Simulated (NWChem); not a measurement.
System: SiH2ClF; SMILES Cl[SiH2]F

Parts of the log:

```
             Northwest Computational Chemistry Package (NWChem) 7.3.0
             --------------------------------------------------------

                             Geometry "geometry" -> ""
                             -------------------------

 Output coordinates in angstroms (scale by  1.889725989 to convert to a.u.)

  No.       Tag          Charge          X              Y              Z
 ---- ---------------- ---------- -------------- -------------- --------------
    1 Si                  14.0000    -0.50243000     0.56322500     0.00000000
    2 F                    9.0000     0.73827500     1.58248800     0.00000000
    3 Cl                  17.0000     0.21159500    -1.37030600     0.00000000
    4 H                    1.0000    -1.28807700     0.76306900    -1.23507900
    5 H                    1.0000    -1.28807700     0.76306900     1.23507900

 Effective nuclear repulsion energy (a.u.)     149.8951125100

                              NWChem Property Module
                              ----------------------

  itol2e modified to match energy
  convergence criterion.

                                 NWChem DFT Module
                                 -----------------

 Summary of "ao basis" -> "ao basis" (spherical)
 ------------------------------------------------------------------------------
       Tag                 Description            Shells   Functions and Types
 ---------------- ------------------------------  ------  ---------------------
 Si                         pcsseg-1                10       24   4s5p1d
 F                          pcsseg-1                 7       17   3s3p1d
 Cl                         pcsseg-1                10       24   4s5p1d
 H                          pcsseg-1                 3        5   2s1p

  itol2e modified to match energy
  convergence criterion.

            General Information
            -------------------
          SCF calculation type: DFT
          Wavefunction type:  closed shell.
          No. of atoms     :     5
          No. of electrons :    42
           Alpha electrons :    21
            Beta electrons :    21
          Charge           :     0
          Spin multiplicity:     1
          Use of symmetry is: off; symmetry adaption is: off
          Maximum number of iterations: 150
          AO basis - number of functions:    75
                     number of shells:    33
          Convergence on energy requested:  1.00D-07
          Convergence on density requested:  1.00D-05
          Convergence on gradient requested:  5.00D-04

              XC Information
              --------------
                        BHLYP Method XC Functional
                     Hartree-Fock (Exact) Exchange  0.500
                        Slater Exchange Functional  0.500 local
                    Becke 1988 Exchange Functional  0.500 non-local
              Lee-Yang-Parr Correlation Functional  1.000

             Grid Information
             ----------------
          Grid used for XC integration:  fine
          Radial quadrature: Mura-Knowles
          Angular quadrature: Lebedev.
          Tag              B.-S. Rad. Rad. Pts. Rad. Cut. Ang. Pts.
          ---              ---------- --------- --------- ---------
          Si                  1.10      123           8.0       770
          F                   0.50       70           8.0       590
          Cl                  1.00      123          10.0       770
          H                   0.35       60           9.0       590
          Grid pruning is: on
          Number of quadrature shells:   436
          Spatial weights used:  Erf1

      Superposition of Atomic Density Guess
      -------------------------------------

 Sum of atomic energies:        -848.61695845

      Non-variational initial energy
      ------------------------------

 Total energy =    -849.187032
 1-e energy   =   -1473.766042
 2-e energy   =     474.683897
 HOMO         =      -0.386322
 LUMO         =       0.061563

   convergence    iter        energy       DeltaE   RMS-Dens  Diis-err
 ---------------- ----- ----------------- --------- --------- ---------
 d= 0,ls=0.0,diis     1   -850.7070984655 -1.00D+03  1.02D-02  6.32D-01
 d= 0,ls=0.0,diis     2   -850.7270981814 -2.00D-02  4.59D-03  4.57D-01
 d= 0,ls=0.0,diis     3   -850.7635573286 -3.65D-02  8.39D-04  2.07D-02
 d= 0,ls=0.0,diis     4   -850.7648029516 -1.25D-03  3.10D-04  1.05D-03
 d= 0,ls=0.0,diis     5   -850.7649219496 -1.19D-04  5.56D-05  3.55D-05
  Resetting Diis
 d= 0,ls=0.0,diis     6   -850.7649251945 -3.24D-06  1.50D-05  1.37D-06
 d= 0,ls=0.0,diis     7   -850.7649253561 -1.62D-07  3.84D-06  5.80D-08
 d= 0,ls=0.0,diis     8   -850.7649253631 -6.97D-09  1.38D-06  2.63D-08

         Total DFT energy =     -850.764925363080
      One electron energy =    -1475.468582244905
           Coulomb energy =      535.234947020854
    Exchange-Corr. energy =      -60.426402649077
 Nuclear repulsion energy =      149.895112510048

 Numeric. integr. density =       42.000000363502

                       DFT Final Molecular Orbital Analysis
                       ------------------------------------

 Vector   19  Occ=2.000000D+00  E=-4.532287D-01
              MO Center= -5.0D-01,  2.4D-01,  1.8D-07, r^2= 3.1D+00
   Bfn.  Coefficient  Atom+Function         Bfn.  Coefficient  Atom+Function
  ----- ------------  ---------------      ----- ------------  ---------------
    16      0.288664  1 Si pz                57      0.283377  3 Cl pz
    66     -0.260784  4 H  s                 71      0.260784  5 H  s
    60      0.231817  3 Cl pz                36     -0.197851  2 F  pz
    33     -0.192657  2 F  pz                67     -0.164882  4 H  s
    72      0.164882  5 H  s                 30     -0.104170  2 F  pz

 Vector   20  Occ=2.000000D+00  E=-4.067714D-01
              MO Center=  1.7D-01, -1.2D+00,  1.3D-08, r^2= 1.5D+00
   Bfn.  Coefficient  Atom+Function         Bfn.  Coefficient  Atom+Function
  ----- ------------  ---------------      ----- ------------  ---------------
    55      0.535121  3 Cl px                58      0.452750  3 Cl px
    56      0.162810  3 Cl py                59      0.142245  3 Cl py
    49     -0.141448  3 Cl px                46     -0.138720  3 Cl px
    32      0.074390  2 F  py                52      0.073129  3 Cl px
    35      0.071614  2 F  py                 3      0.052557  1 Si s

 Vector   21  Occ=2.000000D+00  E=-3.901210D-01
              MO Center= -1.9D-01, -7.0D-01, -1.9D-08, r^2= 2.9D+00
   Bfn.  Coefficient  Atom+Function         Bfn.  Coefficient  Atom+Function
  ----- ------------  ---------------      ----- ------------  ---------------
    57      0.491391  3 Cl pz                60      0.424904  3 Cl pz
    66      0.212894  4 H  s                 71     -0.212894  5 H  s
    67      0.182409  4 H  s                 72     -0.182409  5 H  s
    16     -0.156707  1 Si pz                51     -0.129930  3 Cl pz
    48     -0.127247  3 Cl pz                23     -0.068711  1 Si d  1

 Vector   22  Occ=0.000000D+00  E= 4.073115D-02
              MO Center= -7.4D-01,  6.1D-01, -5.9D-10, r^2= 4.0D+00
   Bfn.  Coefficient  Atom+Function         Bfn.  Coefficient  Atom+Function
  ----- ------------  ---------------      ----- ------------  ---------------
    18      1.039371  1 Si py                 4     -0.643130  1 Si s
    45      0.592691  3 Cl s                 17      0.579357  1 Si px
    27     -0.395387  2 F  s                 67      0.367231  4 H  s
    72      0.367231  5 H  s                 58     -0.337303  3 Cl px
    59      0.263325  3 Cl py                15      0.259290  1 Si py

 Vector   23  Occ=0.000000D+00  E= 5.534086D-02
              MO Center= -2.2D-01,  3.7D-01, -3.2D-09, r^2= 4.1D+00
   Bfn.  Coefficient  Atom+Function         Bfn.  Coefficient  Atom+Function
  ----- ------------  ---------------      ----- ------------  ---------------
    17      1.124270  1 Si px                18     -0.651756  1 Si py
    45     -0.630144  3 Cl s                 59     -0.550283  3 Cl py
    67      0.383594  4 H  s                 72      0.383594  5 H  s
    27     -0.279099  2 F  s                  3      0.277177  1 Si s
    14      0.223779  1 Si px                35      0.215435  2 F  py

 Vector   24  Occ=0.000000D+00  E= 8.895232D-02
              MO Center= -1.1D+00,  6.5D-01,  7.3D-09, r^2= 4.4D+00
   Bfn.  Coefficient  Atom+Function         Bfn.  Coefficient  Atom+Function
  ----- ------------  ---------------      ----- ------------  ---------------
     4      1.852771  1 Si s                 67     -1.414149  4 H  s
    72     -1.414149  5 H  s                  3      0.768065  1 Si s
    17     -0.653226  1 Si px                18      0.370133  1 Si py
     2     -0.366374  1 Si s                 27     -0.224677  2 F  s
    59     -0.213805  3 Cl py                66     -0.151107  4 H  s

     Multipole analysis of the density
     ---------------------------------

     L   x y z        total         alpha         beta         nuclear
     -   - - -        -----         -----         ----         -------
     0   0 0 0     -0.000000    -21.000000    -21.000000     42.000000

     1   1 0 0     -0.681602     -0.937403     -0.937403      1.193203
     1   0 1 0      0.213974     -0.231726     -0.231726      0.677425
     1   0 0 1     -0.000000     -0.000000     -0.000000      0.000000

     2   2 0 0    -23.461458    -34.083750    -34.083750     44.706042
     2   1 1 0     -1.432937     -0.106056     -0.106056     -1.220824
     2   1 0 1     -0.000000     -0.000000     -0.000000      0.000000
     2   0 2 0    -25.487771   -119.993002   -119.993002    214.498234
     2   0 1 1      0.000000      0.000000      0.000000      0.000000
     2   0 0 2    -23.376665    -17.135706    -17.135706     10.894747

          -----------------------------------------
          Chemical Shielding Tensors (GIAO, in ppm)
          -----------------------------------------

                                NWChem CPHF Module
                                ------------------

  scftype          =     RHF
  nclosed          =       21
  nopen            =        0
  variables        =     1134
  # of vectors     =        3
  tolerance        = 0.10D-03
  level shift      = 0.00D+00
  max iterations   =       50
  max subspace     =       30

 SCF residual:    4.5742910647694591E-005

Iterative solution of linear equations
  No. of variables     1134
  No. of equations        3
  Maximum subspace       30
        Iterations       50
       Convergence  1.0D-04

   iter   nsub   residual    time
   ----  ------  --------  ---------
     1      3    5.72D-01      24.1
     2      6    2.86D-02      28.5
     3      9    3.71D-03      32.7
     4     12    3.64D-04      37.1
     5     15    2.53D-05      41.8

      Atom:    1  Si
        Diamagnetic
    876.8607      0.3735      0.0000
      0.3735    883.3224     -0.0000
      0.0000     -0.0000    870.8424

        Paramagnetic
   -505.4600     18.0491     -0.0000
     18.0491   -513.8567      0.0000
     -0.0000      0.0000   -516.1073

        Total Shielding Tensor
    371.4007     18.4225     -0.0000
     18.4225    369.4656     -0.0000
     -0.0000     -0.0000    354.7351

           isotropic =     365.2005
          anisotropy =      35.5209

          Principal Components and Axis System
                 1           2           3
              388.8811    354.7351    351.9852

      1         0.7254     -0.0000     -0.6883
      2         0.6883      0.0000      0.7254
      3        -0.0000      1.0000     -0.0000

      Atom:    2  F
        Diamagnetic
    479.0267     13.7903     -0.0000
     13.7903    477.6328     -0.0000
     -0.0000     -0.0000    461.4060

        Paramagnetic
   -117.7423    -15.2689     -0.0000
    -15.2689    -64.8152     -0.0000
     -0.0000     -0.0000   -166.5191

        Total Shielding Tensor
    361.2843     -1.4785     -0.0000
     -1.4785    412.8176     -0.0000
     -0.0000     -0.0000    294.8869

           isotropic =     356.3296
          anisotropy =      84.7956

          Principal Components and Axis System
                 1           2           3
              412.8600    361.2419    294.8869

      1        -0.0287      0.9996      0.0000
      2         0.9996      0.0287      0.0000
      3        -0.0000     -0.0000      1.0000

      Atom:    3  Cl
        Diamagnetic
   1147.0099     -2.0624      0.0000
     -2.0624   1153.5962     -0.0000
      0.0000     -0.0000   1145.8225

        Paramagnetic
   -166.0944     13.8378      0.0000
     13.8378   -134.1249     -0.0000
      0.0000     -0.0000   -417.6364

        Total Shielding Tensor
    980.9155     11.7755      0.0000
     11.7755   1019.4713     -0.0000
      0.0000     -0.0000    728.1861

           isotropic =     909.5243
          anisotropy =     169.8883

          Principal Components and Axis System
                 1           2           3
             1022.7832    977.6036    728.1861

      1         0.2707      0.9626     -0.0000
      2         0.9626     -0.2707      0.0000
      3        -0.0000      0.0000      1.0000

      Atom:    4  H
        Diamagnetic
     27.9969     -2.0241      7.2520
     -2.0241     25.0186     -2.4671
      7.2520     -2.4671     31.7062

        Paramagnetic
     -1.6135      0.5891     -2.9529
      0.5891      0.1869      0.8101
     -2.9529      0.8101     -4.3261

        Total Shielding Tensor
     26.3835     -1.4350      4.2991
     -1.4350     25.2055     -1.6570
      4.2991     -1.6570     27.3802

           isotropic =      26.3230
          anisotropy =       8.4024

          Principal Components and Axis System
                 1           2           3
               31.9247     24.4910     22.5535

      1         0.6316      0.2175      0.7442
      2        -0.3101      0.9506     -0.0146
      3         0.7106      0.2216     -0.6678
```

Level: BHandHLYP/pcSseg-1, GIAO. Geometry: optimised at B3LYP/6-31G* (spherical d). The printed shielding anisotropy is the first printed principal value minus the mean of the other two.

Q: Write an input that gives this output.

A: Several could match; the one computed here: the input that was run:
```
start job
memory heap 200 mb stack 900 mb global 1100 mb
geometry units angstroms noautosym nocenter noautoz
  Si    -0.502430     0.563225     0.000000
  F      0.738275     1.582488     0.000000
  Cl     0.211595    -1.370306     0.000000
  H     -1.288077     0.763069    -1.235079
  H     -1.288077     0.763069     1.235079
end
basis spherical
  * library pcsseg-1
end
dft
  xc bhlyp
  iterations 150
end
property
  shielding 4 1 2 3 4
end
task dft property
```
